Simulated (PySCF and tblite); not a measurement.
The numbers below are computed, except where a source is named.
Barrier and rate of a rotation

System: C6H10F (charge +1), numbered as in [CH3:1][CH2:2]/[CH:3]=[CH:4]/[C+:5]([CH3:6])[F:7].

Motion: rotation about the C4–C5 bond (torsion C3–C4–C5–C6 from -180° to -1°, rising). Geometries: GFN2-xTB; energies: B3LYP/pcSseg-1 + D3(BJ); zero-point and thermal terms from GFN2-xTB harmonic modes (soft modes blended into free rotors). Rate constants are transition-state-theory values, counting equivalent paths, without tunnelling. Shieldings: GIAO at the same DFT level; methyl-like tops are averaged, other torsions stay as in the two minima; line shapes leave out couplings. Programs: tblite and PySCF.

```tsv
point	symmetry	E(GFN2) kcal/mol	E(DFT) kcal/mol	ZPE change kcal/mol	lowest mode cm⁻¹
start	Cs	0.0	0.0	0.00	71
saddle	C1	21.3	27.0	-1.25	477i
end	Cs	1.8	1.2	0.01	58
```

```
Electronic barrier                                      : 26.9 kcal/mol
Barrier with zero-point energy                          : 25.7 kcal/mol
ΔH‡ (298 K)                                             : 25.5 kcal/mol
ΔS‡ (298 K, symmetry apart)                             : -1.1 cal/(mol K)
Paths                                                   : 2 equivalent paths
End point                                               : a different minimum
Mean lifetime of the start against this motion at 298 K : 8.1 days
Cost                                                    : 66 s on 1 thread of INTEL XEON PLATINUM 8581C @ 2.30GHz, shared host (rough), peak memory 0.77 GiB, launched as `OMP_NUM_THREADS=1 python ens_run.py task.json out`
```

```tsv
T/K	ΔG‡ kcal/mol	k s⁻¹	ΔG kcal/mol	k back s⁻¹
150	25.7	2.1×10⁻²⁵	1.2	1.3×10⁻²³
200	25.7	6.2×10⁻¹⁶	1.2	1.4×10⁻¹⁴
250	25.8	3×10⁻¹⁰	1.2	3.7×10⁻⁹
298	25.8	1.4×10⁻⁶	1.2	1.2×10⁻⁵
350	25.9	0.00098	1.3	0.0059
400	26.0	0.11	1.3	0.53
500	26.1	78	1.3	282
```

ΔG and ΔG‡ leave out symmetry numbers and mirror images; rates count paths: 2 out, 2 back.

Sites that the motion interchanges:

```json
{"nucleus": "¹⁹F", "site": "F7 (start)", "ppm": "50.4", "scale": "δ against CFCl3"}
{"nucleus": "¹⁹F", "site": "F7 (end)", "ppm": "85.4", "scale": "δ against CFCl3"}
{"nucleus": "¹³C", "site": "C6 (start)", "ppm": "29.5", "scale": "δ against TMS"}
{"nucleus": "¹³C", "site": "C6 (end)", "ppm": "24.7", "scale": "δ against TMS"}
{"nucleus": "¹³C", "site": "C5 (start)", "ppm": "230.3", "scale": "δ against TMS"}
{"nucleus": "¹³C", "site": "C5 (end)", "ppm": "235.2", "scale": "δ against TMS"}
{"nucleus": "¹³C", "site": "C4 (start)", "ppm": "129.4", "scale": "δ against TMS"}
{"nucleus": "¹³C", "site": "C4 (end)", "ppm": "131.6", "scale": "δ against TMS"}
```

```csv
nucleus,sites,¹H MHz,spread Hz,coalescence K,k there s⁻¹
¹⁹F,F7 (start) / F7 (end),90,2967,570,1970
¹⁹F,F7 (start) / F7 (end),300,9889,602,6930
¹⁹F,F7 (start) / F7 (end),800,26370,632,1.9×10⁴
¹³C,C6 (start) / C6 (end),90,110,496,62
¹³C,C6 (start) / C6 (end),300,366,520,220
¹³C,C6 (start) / C6 (end),800,975,542,615
¹³C,C5 (start) / C5 (end),90,110,496,62
¹³C,C5 (start) / C5 (end),300,365,520,220
¹³C,C5 (start) / C5 (end),800,974,542,615
¹³C,C4 (start) / C4 (end),90,50,480,27
¹³C,C4 (start) / C4 (end),300,166,504,96
¹³C,C4 (start) / C4 (end),800,443,524,269
```

Coalescence temperatures outside 150 to 500 K extrapolate the thermal terms and ignore freezing or boiling of a solvent. The ion is treated without a counter-ion.

Unscaled ¹⁹F shifts at such levels can be off by tens of ppm; differences are more reliable.
